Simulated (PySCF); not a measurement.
Dipole moment and polarisability of VOCl3

Species: VOCl3 (singlet state).
Geometry (PBE0-D3(BJ)/def2-SVP, Å), atoms numbered from 1 in this order:
```
atom  x, y, z in Å
V1    -0.004   -0.001    0.090
O2    -0.008   -0.029    1.617
Cl3    2.021    0.012   -0.558
Cl4   -1.011    1.766   -0.540
Cl5   -0.998   -1.748   -0.609
```

Level: CAM-B3LYP/def2-SVPD (PySCF), static field, nuclei fixed, core orbitals frozen in the response. The polarisability tensor in these axes (au):

```
x   87.98 -0.09  0.09
y   -0.09 88.37  0.46
z    0.09  0.46 66.52
```

**Question.** Give the principal values, the mean and the anisotropy Δα = √{½[(α1 − α2)² + (α2 − α3)² + (α1 − α3)²]}.

**Answer.** Principal values 66.50, 87.96 and 88.40 au; mean 80.96 au = 12.00 Å³ = 13.35 × 10⁻⁴⁰ C²·m²/J; Δα = 21.68 au (27 % of the mean).

**Question.** What is the dipole moment, and where does it point?

**Answer.** (0.01, 0.01, -0.40) D, 0.40 D in size, pointing from the negative to the positive side. Measured along this direction, the outermost atoms are O2 at the negative end and Cl3, Cl5 and Cl4 at the positive end.

**Question.** Molar refractivity from α?

**Answer.** Lorentz–Lorenz: R = (4π/3)N_A α = 2.5225 cm³/(mol·Å³) × 12.00 Å³ = 30.3 cm³/mol, in the limit of long wavelengths.

**Question.** What would n − 1 = 2πNα be for an ideal gas of these molecules at 298.15 K and 1 atm, electronic part alone?

**Answer.** N = p/kT = 2.4615 × 10¹⁹ cm⁻³, so n − 1 = 2π × N × 12.00 × 10⁻²⁴ cm³ = 1855 × 10⁻⁶ at long wavelengths.

**Question.** In TDDFT the mean static polarisability is Σ f/ω² over all singlet excitations (ω in hartree). How much of it do the 15 lowest give? Their energies (eV) and oscillator strengths: 3.58, 0.0000; 3.65, 0.0000; 3.66, 0.0000; 3.78, 0.0008; 3.93, 0.0287; 3.93, 0.0285; 4.41, 0.0054; 4.43, 0.0053; 4.73, 0.0002; 4.83, 0.0009; 4.86, 0.0120; 4.87, 0.0125; 4.95, 0.0000; 5.08, 0.0003; 5.08, 0.0003.

**Answer.** They add up to 4.01 au, 5.0 % of the 80.96 au; the largest single term is 1.38 au, from the state at 3.93 eV. Terms in order: 0.00, 0.00, 0.00, 0.04, 1.38, 1.36, 0.21, 0.20, 0.01, 0.03, 0.38, 0.39, 0.00, 0.01, 0.01 au. Higher excitations give the rest. The strengths listed sum to 0.095.

Isolated species at its PBE0-D3(BJ)/def2-SVP geometry, gas phase.
